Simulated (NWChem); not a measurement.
Molecule: C3H10Si; SMILES C[SiH](C)C

Results from NWChem. Pople sets run with spherical d functions. The geometry was optimised at PBE0/def2-SVP. Static field.

```
level                   basis functions  isotropic polarisability (bohr³)  anisotropy (bohr³)
----------------------  ---------------  --------------------------------  ------------------
Hartree-Fock/6-31G*                  80                              51.4                 4.1
Hartree-Fock/6-31+G*                 96                               ___                 4.2
Hartree-Fock/def2-SVP               110                              54.4                 4.1
Hartree-Fock/def2-SVPD              164                              61.6                 6.5
```

Question: Fill in the missing entries.

Answer: 
- Hartree-Fock/6-31+G*, isotropic polarisability (bohr³): 56.5
